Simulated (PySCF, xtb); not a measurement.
C2HBN2O3, SMILES O=C=NB(O)N=C=O. Other conformers were not sampled.

Harmonic wavenumbers (cm⁻¹) from GFN2-xTB in xtb at its own minimum, in rising order: 47, 80, 99, 108, 352, 377, 500, 500, 513, 523, 527, 583, 652, 877, 1109, 1287, 1557, 1579, 2485, 2546, 3625.

**Question.** What does PBE-D3(BJ)/def2-SVP in PySCF give at its own minimum? (Estimate from the structure and the level; the computed values follow.)

**Answer.** 27, 63, 80, 107, 372, 403, 554, 556, 585, 588, 590, 621, 640, 911, 1149, 1319, 1544, 1590, 2380, 2428, 3739. Paired by order, the mean absolute difference is 44 cm⁻¹ and the zero-point energies are 28.5 and 28.9 kcal/mol.
